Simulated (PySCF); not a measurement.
C7H8 (charge +1 and doublet state).
Numbering: `[CH+:1]=[C:2][C:3](=[CH2:4])[CH:5]1[CH2:6][CH2:7]1` (hydrogens: H8 on C1; H9, H10 on C4; H11 on C5; H12, H13 on C6; H14, H15 on C7)

Structure used (GFN2-xTB), in Å, numbered top down from 1:
```
atom  x, y, z in Å
C1     1.741    1.120    1.357
C2     1.295    0.470    0.441
C3     0.774   -0.288   -0.624
C4     1.656   -0.913   -1.479
C5    -0.651   -0.392   -0.797
C6    -1.557    0.801   -0.394
C7    -1.576   -0.386    0.449
H8     2.143    1.687    2.150
H9     2.722   -0.823   -1.341
H10    1.306   -1.508   -2.309
H11   -0.977   -0.988   -1.641
H12   -2.374    0.988   -1.077
H13   -1.033    1.683   -0.053
H14   -2.406   -1.075    0.387
H15   -1.067   -0.367    1.403
```

The hyperfine couplings belong to this conformer and change with its torsions.

Level of theory: UKS B3LYP, pcH-1 on C H, non-relativistic, mean-field spin-orbit, GIAO in PySCF. One conformer (not necessarily the lowest) at the GFN2-xTB geometry, without solvent, vibrations or thermal averaging. Couplings are sensitive to structure, and on GFN2-xTB geometries they can be far from those on DFT ones, by a factor of two or more for some ions and for spin on atoms past the first row. No stability test was run, so a lower SCF solution isn't excluded.

Computed for the main isotopes (class means, splittings of 0.05 mT or more): g = 2.0032; H9 1H -40.8 MHz (1.46 mT); H10 1H -40.2 MHz (1.43 mT); H8 1H -13.9 MHz (0.50 mT); H12/H14 1H +10.7 MHz (0.38 mT); H11 1H -9.1 MHz (0.32 mT); H13/H15 1H +8.0 MHz (0.28 mT); 144 first-order lines, 5.04 mT wide. Two of these splittings differ by less than 0.03 mT, so with lines wider than that fewer lines would be seen.

**Question.** What changes when 1H at H8 is replaced by 2H?

**Answer.** Only the nuclear moment changes in this model. The ratio of g factors is 0.85744/5.58569 = 0.1535, so a goes from -13.9 to -2.1 MHz (0.076 mT). The spin goes from 1/2 to 1, so the 1:1 doublet becomes a 1:1:1 triplet. The spectrum then has 216 first-order lines over 4.70 mT.

**Question.** Where do the 13C satellites of C4 appear, and how strong are they?

**Answer.** a = +46.7 MHz, or 1.67 mT in magnitude, and I = 1/2, so to first order each main line has two satellites, at ±0.83 mT. The isotope's abundance is about 1.07 %, shared among 2 lines, so each has 0.54 % of the main line's intensity.

**Question.** Where do the 13C satellites of C3 appear, and how strong are they?

**Answer.** a = -18.3 MHz, or 0.65 mT in magnitude, and I = 1/2, so to first order each main line has two satellites, at ±0.33 mT. The isotope's abundance is about 1.07 %, shared among 2 lines, so each has 0.54 % of the main line's intensity.

**Question.** Give position and intensity of the satellites from 13C at C1.

**Answer.** a = +11.8 MHz, or 0.42 mT in magnitude, and I = 1/2, so to first order each main line has two satellites, at ±0.21 mT. The isotope's abundance is about 1.07 %, shared among 2 lines, so each has 0.54 % of the main line's intensity.

Class means assume fast exchange of nuclei equivalent by connectivity; if that motion is slow, each nucleus keeps its own coupling.

The SMILES draws the unpaired electron on C2; the largest computed Mulliken spin population is on C4 (0.62 against -0.02).
